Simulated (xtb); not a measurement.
GaH₃, SMILES [GaH3]. All values are semi-empirical tight-binding results from xtb (GFN2-xTB unless named), good for trends rather than for accurate numbers. Coordinates come from a GFN2-xTB optimisation. The isomer is the one that the SMILES or the coordinates give; other isomers of the formula were not compared.

For metal compounds this method's bond lengths and energies can be far off.

Estimate the properties. (An estimate is asked for; the answer gives what the named calculation found.)


| Property | Result |
|---|---|
| point group as xtb finds it | D3h |
| orbital gap | 5.69 eV |
| zero-point energy | 9.7 kcal/mol |
| G − E(el) at 298.15 K (modified RRHO) | -3.3 kcal/mol |
